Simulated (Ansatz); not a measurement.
```yaml
crystal:
  periodic: [false, false, false]
  atoms:
    - {symbol: O, position_ang: [-1.624463, 1.395423, -0.204011]}
    - {symbol: Ge, position_ang: [0.003233, 0.714583, 0.146803]}
    - {symbol: Si, position_ang: [-0.368119, -0.790432, 1.954952]}
    - {symbol: Si, position_ang: [0.865820, -0.332731, -1.823893]}
    - {symbol: H, position_ang: [-1.592401, 2.090046, -0.865655]}
    - {symbol: H, position_ang: [0.942310, 1.873927, 0.567754]}
    - {symbol: H, position_ang: [0.932052, -1.408244, 2.330864]}
    - {symbol: H, position_ang: [-1.306022, -1.861223, 1.530093]}
    - {symbol: H, position_ang: [-0.927194, -0.074015, 3.130045]}
    - {symbol: H, position_ang: [0.867370, 0.633804, -2.955972]}
    - {symbol: H, position_ang: [0.024503, -1.501428, -2.192038]}
    - {symbol: H, position_ang: [2.259913, -0.794513, -1.584942]}
basis:
  gaussian: {orbitals: aug-pcseg-2}
hamiltonian: {xc: {name: PBEsol}, dispersion: d4}
accuracy: high
output: {forces: true}
```

```sh
$ ansatz run in.yaml --threads 4 --pin off --events-out ev --progress --plain --max-ram 10444MiB
```

Shortened log:

```
Functional definition: PBEsol
5877 factors; integrals over basis functions are off by at most 4.4e-9 eV
mean field evaluation 1: about -74349.6453 eV, gradient 6.7e1 eV
mean field evaluation 2: about -74285.5282 eV, gradient 1.7e2 eV
mean field evaluation 4: about -74357.1539 eV, gradient 1.3e1 eV
mean field evaluation 8: about -74357.5519 eV, gradient 3.4e-1 eV
mean field evaluation 16: about -74357.5522 eV, gradient 2.0e-5 eV
mean field -74357.55219185 eV, -2732.5896416913 hartree, gradient 7.5e-8 eV, S^2 0.000000; 0 other end points of the search recorded, 0 dependent functions left out
reference -74357.55220081 eV, -2732.5896420205 hartree; 38, 38 occupied and 351, 351 virtual orbitals, 5877 factors
Total energy: -74357.65013405 eV, -2732.5932410007 hartree
Atom 0 at    -1.624463     1.395423    -0.204011 Å, force    -0.265095    -0.323410     0.367744 eV/Å
Atom 1 at     0.003233     0.714583     0.146803 Å, force     0.162985    -0.192292    -0.003916 eV/Å
Atom 2 at    -0.368119    -0.790432     1.954952 Å, force     0.020061     0.135099    -0.157291 eV/Å
Atom 3 at     0.865820    -0.332731    -1.823893 Å, force    -0.077183     0.083804     0.172525 eV/Å
Atom 4 at    -1.592401     2.090046    -0.865655 Å, force     0.035553     0.406655    -0.395311 eV/Å
Atom 5 at     0.942310     1.873927     0.567754 Å, force     0.073710     0.088890     0.038595 eV/Å
Atom 6 at     0.932052    -1.408244     2.330864 Å, force     0.172220    -0.072401     0.040563 eV/Å
Atom 7 at    -1.306022    -1.861223     1.530093 Å, force    -0.125040    -0.141119    -0.058513 eV/Å
Atom 8 at    -0.927194    -0.074015     3.130045 Å, force    -0.075843     0.098414     0.160089 eV/Å
Atom 9 at     0.867370     0.633804    -2.955972 Å, force     0.001272     0.129660    -0.146793 eV/Å
Atom 10 at     0.024503    -1.501428    -2.192038 Å, force    -0.111204    -0.153350    -0.048622 eV/Å
Atom 11 at     2.259913    -0.794513    -1.584942 Å, force     0.188562    -0.059950     0.030931 eV/Å
Dipole moment:     0.198621     0.071580    -0.102450 e Å
```

Run time 40 s (4 threads of an Intel Xeon on a shared host); peak host memory 5.1 GiB.
